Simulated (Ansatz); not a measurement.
Input for Ansatz (a first-principles code): R-CCSD(T)/def2-TZVPPD on H3In (SMILES [InH3]). Elements past Kr take the def2 small-core potentials; no spin–orbit coupling. Files ending in .json are basis or fitting sets from the Basis Set Exchange. The run froze 9 orbitals, filled d shells among them.

Ansatz 0.2 input:
```yaml
crystal:
  periodic: [false, false, false]
  atoms:
    - {symbol: In, position_ang: [0.64107878, 0.57157907, 0.73561557]}
    - {symbol: H, position_ang: [1.70574326, -0.78813054, 0.51286828]}
    - {symbol: H, position_ang: [-0.75054096, 0.73073186, -0.29877319]}
    - {symbol: H, position_ang: [1.23789058, 1.98049207, 1.56670695]}
basis:
  gaussian:
    orbitals: def2-TZVPPD.json
magnetization: {spin_polarized: false}
correlation: {method: ccsd_t, electrons: outside_noble_gas}
scf: {lower_state_search: off}
```

Program output:

```
WARN ansatz: RAYON_NUM_THREADS=1 ignored (pool sized by the plan → 1); use --threads N
Functional definition: HF
these checks for a lower state are left out or cut short: stability, starts, cluster_reference, orbital_swaps, neighbouring_geometries, increment
integrals: 0.13 GiB planned
775 factors; integrals over basis functions are off by at most 7.1e-4 eV
mean field: 0.18 GiB planned
mean field evaluation 1: about -5194.5368 eV, gradient 9.8e0 eV
mean field evaluation 2: about -5194.5372 eV, gradient 9.8e0 eV
mean field evaluation 4: about -5194.9590 eV, gradient 1.3e0 eV
mean field evaluation 8: about -5194.9638 eV, gradient 1.2e-4 eV
mean field -5194.96378241 eV, -190.9113977308 hartree, gradient 1.4e-6 eV, S^2 0.000000; 0 other end points of the search recorded, 0 dependent functions left out
9 core orbitals not correlated
reference -5194.96378241 eV, -190.9113977308 hartree; 3, 3 occupied and 95, 95 virtual orbitals, 775 factors
second order -2.38347748 eV of doubles, -0.00000000 eV of singles
coupled cluster: 0.35 GiB planned
cycle   1  -2.79970072 eV  change   -4.2e-1 eV  update   5.3e-2
cycle   2  -2.98797841 eV  change   -1.9e-1 eV  update   2.0e-2
cycle   3  -2.99230175 eV  change   -4.3e-3 eV  update   4.0e-3
cycle   4  -2.99237060 eV  change   -6.9e-5 eV  update   1.4e-3
cycle   5  -2.99220607 eV  change    1.6e-4 eV  update   4.0e-4
cycle   6  -2.99213119 eV  change    7.5e-5 eV  update   9.5e-5
cycle   7  -2.99215119 eV  change   -2.0e-5 eV  update   2.9e-5
cycle   8  -2.99215970 eV  change   -8.5e-6 eV  update   9.6e-6
cycle   9  -2.99215666 eV  change    3.0e-6 eV  update   2.7e-6
perturbative correction -0.04342306 eV, -0.0015957679 hartree
Total energy: -5197.99936213 eV, -191.0229532279 hartree
Checks for a lower state left out: stability, starts, cluster_reference, orbital_swaps, neighbouring_geometries, increment
```

Self-consistency was reached.

Cost: very roughly 3 core-seconds.
